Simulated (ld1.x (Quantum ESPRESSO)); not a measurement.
**Li, TM: configuration errors across variants**

```json
{"Element": "lithium (Li)", "Generator": "ld1.x (Quantum ESPRESSO) 7.5", "Type": "norm-conserving Troullier–Martins (Kleinman–Bylander form)", "Functional": "LDA (PZ)", "Relativity": "scalar-relativistic", "Frozen core": "[He]", "Valence charge": "1", "Reference configuration": "2s1 2p0", "Partial waves": "2s (bound): rc 2.45 bohr; 2p (bound, empty): rc 4.20 bohr; 3d channel at 0.25 Ry: rc 3.70 bohr", "Local potential": "the d channel", "Core correction": "none"}
```

All-electron excitation energies from the reference (eV): (1) 2s0.5 2p0 2.045; (2) 2s0 2p1 1.754; (3) 2s1 2p0 spin -0.233; (4) 2s0.5 2p0 spin 1.953.

Spin tests fill each open shell by Hund’s rule, majority spin first.

Errors AE − PS in meV (a dash: test not solved or not reliable):

| change | (1) | (2) | (3) | (4) | bound ghosts |
| --- | --- | --- | --- | --- | --- |
| base | +6.0 | -0.6 | +20 | +17 | none |
| all radii scaled by about 0.77 (s 1.88, p 3.22, d 2.84 bohr) | +5.9 | +2.9 | +20 | +17 | none |
| all radii scaled by about 0.85 (s 2.08, p 3.56, d 3.12 bohr) | +6.0 | +1.3 | +20 | +17 | none |
| all radii scaled by about 0.95 (s 2.32, p 3.98, d 3.50 bohr) | +6.0 | +0.1 | +20 | +17 | none |
| all radii scaled by about 1.09 (s 2.66, p 4.58, d 4.02 bohr) | +5.9 | -1.9 | +20 | +17 | none |
| all radii scaled by about 1.18 (s 2.88, p 4.94, d 4.36 bohr) | +5.9 | -3.0 | +20 | +17 | none |
| all radii scaled by about 1.24 (s 3.04, p 5.20, d 4.58 bohr) | +5.8 | -3.6 | +20 | +16 | none |
| all radii scaled by about 1.32 (s 3.24, p 5.56, d 4.90 bohr) | +5.7 | -4.4 | +19 | +16 | none |
| all radii scaled by about 1.40 (s 3.44, p 5.90, d 5.20 bohr) | +5.5 | -5.0 | +19 | +16 | none |

Question: Give the same row for: all radii scaled by about 0.89 (s 2.18, p 3.72, d 3.28 bohr).

Answer: +6.0, +1.0, +20, +17; bound ghosts: none.
